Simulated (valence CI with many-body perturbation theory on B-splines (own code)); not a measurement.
# Which ion has this spectrum?

A relativistic CI+MBPT calculation for an atom or ion with 15 electrons gives these levels (eV):

| J | Parity | E | g |
| --- | --- | --- | --- |
| 3/2 | odd | 0.00 | 1.42 |
| 3/2 | odd | 53.08 | 1.42 |
| 5/2 | odd | 60.63 | 1.19 |
| 1/2 | odd | 69.94 | 0.66 |
| 3/2 | odd | 123.92 | 1.28 |
| 3/2 | even | 139.98 | 0.81 |
| 5/2 | even | 145.88 | 1.47 |
| 5/2 | even | 165.58 | 1.22 |
| 1/2 | even | 169.09 | 2.25 |
| 3/2 | even | 170.75 | 1.16 |
| 5/2 | even | 193.37 | 0.97 |
| 3/2 | even | 193.66 | 0.95 |
| 1/2 | even | 194.51 | 0.25 |
| 7/2 | even | 200.38 | 1.09 |

The energies are calculated, and their last digits are not significant.

Q: Which is it?
A. Sn35+
B. Sb36+
C. Xe39+
D. Te37+

A: B. Sb36+, ground level (3s^2 3p1/2^2 3p3/2) J=3/2.
